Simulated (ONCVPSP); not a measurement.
**PBE ONCV dataset for arsenic, non-relativistic all-electron reference.**

ONCVPSP 4.0.1 was run on this input:

```
# ATOM AND REFERENCE CONFIGURATION
# atsym  z   nc   nv     iexc    psfile
  As 33.00    6    2        4      upf
#
#   n    l    f
    1    0    2.00
    2    0    2.00
    2    1    6.00
    3    0    2.00
    3    1    6.00
    3    2   10.00
    4    0    2.00
    4    1    3.00
#
# PSEUDOPOTENTIAL AND OPTIMIZATION
# lmax
    1
#
#   l,   rc,      ep,       ncon, nbas, qcut
    0    1.75    0.00    5    8    3.70
    1    2.15    0.00    4    7    3.30
#
# LOCAL POTENTIAL
# lloc, lpopt,  rc(5),   dvloc0
    4    3    1.55    4.00
#
# VANDERBILT-KLEINMAN-BYLANDER PROJECTORs
# l, nproj, debl
    0    2    2.40
    1    2    3.20
#
# MODEL CORE CHARGE
# icmod, fcfact, rcfact
    3    2.75    1.55
#
# LOG DERIVATIVE ANALYSIS
# epsh1, epsh2, depsh
   -2.00    5.00    0.02
#
# OUTPUT GRID
# rlmax, drl
    6.00    0.01
#
# TEST CONFIGURATIONS
# ncnf
    4
# nvcnf
#   n    l    f
    2
    4    0    2.00
    4    1    2.00
#
    2
    4    0    2.00
    4    1    1.00
#
    2
    4    0    2.00
    4    1    0.00
#
    2
    4    0    1.00
    4    1    3.00
#
```

Command:

```bash
oncvpspnr.x < As.dat > As.out
```

Resulting log (shortened: citation, most of the input echo, consistency checks and plot data are left out):

```
ONCVPSP  (Optimized Norm-Conservinng Vanderbilt PSeudopotential)
scalar-relativistic version 4.0.1

#   n    l    f        energy (Ha)
    1    0    2.00    -4.2407402E+02
    2    0    2.00    -5.3176233E+01
    2    1    6.00    -4.7552413E+01
    3    0    2.00    -6.7592851E+00
    3    1    6.00    -4.8608596E+00
    3    2   10.00    -1.5333866E+00
    4    0    2.00    -5.1646151E-01
    4    1    3.00    -1.9224911E-01

Reference configufation results
  iterations    23
  all-electron total energy (Ha)   -2.23546834D+03

Begin loop to  construct optimized pseudo wave functions
and semi-local pseudopoentials for all angular momenta

   Wellstate for l =  0  n =  6
     eigenvalue =   1.8835
     asymptotic potential =   2.3835
     half-point radius =  3.9155

Calculating optimized projector #   1

 for l=   0

    Fraction of norm inside rc  0.428383
    Optimizing pswf for qcut=   3.70 a_B^-1,  ecut=   6.85 Ha
    Residual kinetic energy error=  7.56D-03 Ha

    Energy error per electron        Cutoff
         Ha          eV             Ha
         0.01000     0.27211        6.39
         0.00100     0.02721       19.77
         0.00010     0.00272       44.73
         0.00001     0.00027       53.31

Calculating optimized projector #   2

 for l=   0

    Fraction of norm inside rc  0.098608
    Optimizing pswf for qcut=   3.70 a_B^-1,  ecut=   6.85 Ha
    Residual kinetic energy error=  1.91D-02 Ha

    Energy error per electron        Cutoff
         Ha          eV             Ha
         0.01000     0.27211        7.65
         0.00100     0.02721       20.81
         0.00010     0.00272       63.17
         0.00001     0.00027       75.19

   Wellstate for l =  1  n =  6
     eigenvalue =   3.0078
     asymptotic potential =   3.5078
     half-point radius =  3.4347

Calculating optimized projector #   1

 for l=   1

    Fraction of norm inside rc  0.411562
    Optimizing pswf for qcut=   3.29 a_B^-1,  ecut=   5.42 Ha
    Residual kinetic energy error=  7.33D-04 Ha

    Energy error per electron        Cutoff
         Ha          eV             Ha
         0.01000     0.27211        2.26
         0.00100     0.02721        4.09
         0.00010     0.00272       25.04
         0.00001     0.00027       31.53

Calculating optimized projector #   2

 for l=   1

    Fraction of norm inside rc  0.183296
    Optimizing pswf for qcut=   3.29 a_B^-1,  ecut=   5.42 Ha
    Residual kinetic energy error=  3.18D-02 Ha

    Energy error per electron        Cutoff
         Ha          eV             Ha
         0.01000     0.27211        8.64
         0.00100     0.02721       23.97
         0.00010     0.00272       39.70
         0.00001     0.00027       45.03

Construct Vanderbilt / Kleinmman-Bylander projectors

B matrix Hermiticity error, ll=   0
   1   2   -1.9930E-09

  Orthonormal projector coefficients  4.2166E+00  1.1977E+00

B matrix Hermiticity error, ll=   1
   1   2   -5.9790E-08

  Orthonormal projector coefficients  1.9260E+00  1.4128E+00

Model core correction analysis
  based on d2Exc/dn_idn_j

d2excae - all-electron derivatives

   -3.096594D-02   -2.455421D-02
   -2.455387D-02   -2.485929D-02

d2excps - pseudofunction derivatives with no core correction

   -3.825694D-02   -2.766581D-02
   -2.766825D-02   -2.601660D-02

rms 2nd derivative error    4.297658E-03

rmatch, rhocmatch    1.3722    1.0247

Teter function model core charge with specified parameters

d2excps - pseudofunction derivatives with core correction

   -2.959826D-02   -2.314954D-02
   -2.314952D-02   -2.361177D-02

rms 2nd derivative error    1.357586E-03

Pseudoatom total energy   -6.189948

Diagnostic tests using Vanderbilt-Kleinman-Bylander pseudopotentials
  1 or more projectors used as specified by nproj input data

   l    rcore       rmatch      e in        delta e   norm test  slope test

   0   1.7535594   1.8068013  -0.5164615   0.0000000   1.0000000   1.0000000
   0   1.7535594   1.8068013   1.8835385   0.0000000   1.0000000   1.0000000

   1   2.1619707   2.2276129  -0.1922491   0.0000000   1.0000000   1.0000001
   1   2.1619707   2.2276129   3.0077509   0.0000001   1.0000000   1.0000000

 Testing for bound ghosts
   n   l    E NL Schr. Eq   E Basis Diag.   E Cutoff

   1   0       -0.516462       -0.513614     84.86

   2   1       -0.192249       -0.187972     47.31

 Testing for highly-localized positive-energy ghosts
       l    <radius>/rc     E Basis Diag.   E Cutoff

Test configuration 0

   n   l     f        eae           eps        diff
   1   0  2.0000 -424.07401843
   2   0  2.0000  -53.17623256
   2   1  6.0000  -47.55241340
   3   0  2.0000   -6.75928509
   3   1  6.0000   -4.86085958
   3   2 10.0000   -1.53338661
   4   0  2.0000   -0.51646151   -0.51646151    0.00D+00
   4   1  3.0000   -0.19224911   -0.19224910    5.46D-09

    Total energies and differences
      AE_ref= -2.23546834D+03  AE_tst= -2.23546834D+03  dif=  0.00D+00
      PS_ref= -6.18994830D+00  PS_tst= -6.18994830D+00  dif=  3.55D-15
      PSP excitation error= -3.55D-15

Test configuration 1

   n   l     f        eae           eps        diff
   1   0  2.0000 -424.43646378
   2   0  2.0000  -53.53583310
   2   1  6.0000  -47.91239911
   3   0  2.0000   -7.11766181
   3   1  6.0000   -5.21920887
   3   2 10.0000   -1.89109491
   4   0  2.0000   -0.84007159   -0.84128048   -1.21D-03
   4   1  2.0000   -0.49097306   -0.49195919   -9.86D-04

    Total energies and differences
      AE_ref= -2.23546834D+03  AE_tst= -2.23513096D+03  dif=  3.37D-01
      PS_ref= -6.18994830D+00  PS_tst= -5.85221457D+00  dif=  3.38D-01
      PSP excitation error= -3.51D-04

Test configuration 2

   n   l     f        eae           eps        diff
   1   0  2.0000 -424.86952465
   2   0  2.0000  -53.96282576
   2   1  6.0000  -48.34017781
   3   0  2.0000   -7.54198535
   3   1  6.0000   -5.64341790
   3   2 10.0000   -2.31384734
   4   0  2.0000   -1.20793270   -1.21284661   -4.91D-03
   4   1  1.0000   -0.83260198   -0.83710357   -4.50D-03

    Total energies and differences
      AE_ref= -2.23546834D+03  AE_tst= -2.23447220D+03  dif=  9.96D-01
      PS_ref= -6.18994830D+00  PS_tst= -5.19098795D+00  dif=  9.99D-01
      PSP excitation error= -2.82D-03

Test configuration 3

   n   l     f        eae           eps        diff
   1   0  2.0000 -425.36188103
   2   0  2.0000  -54.44531726
   2   1  6.0000  -48.82392179
   3   0  2.0000   -8.02006768
   3   1  6.0000   -6.12125182
   3   2 10.0000   -2.78922076
   4   0  2.0000   -1.60787877   -1.62003960   -1.22D-02

    Total energies and differences
      AE_ref= -2.23546834D+03  AE_tst= -2.23345523D+03  dif=  2.01D+00
      PS_ref= -6.18994830D+00  PS_tst= -4.16618517D+00  dif=  2.02D+00
      PSP excitation error= -1.06D-02

Test configuration 4

   n   l     f        eae           eps        diff
   1   0  2.0000 -424.49584532
   2   0  2.0000  -53.59344793
   2   1  6.0000  -47.96988293
   3   0  2.0000   -7.17658562
   3   1  6.0000   -5.27787537
   3   2 10.0000   -1.94833799
   4   0  1.0000   -0.87084755   -0.87218938   -1.34D-03
   4   1  3.0000   -0.51597283   -0.51716991   -1.20D-03

    Total energies and differences
      AE_ref= -2.23546834D+03  AE_tst= -2.23477894D+03  dif=  6.89D-01
      PS_ref= -6.18994830D+00  PS_tst= -5.49999347D+00  dif=  6.90D-01
      PSP excitation error= -5.47D-04
```

oncvpspnr.x prints “scalar-relativistic version” in its banner although the run is non-relativistic.

The run took about 2.4 s on one core of a shared server CPU.
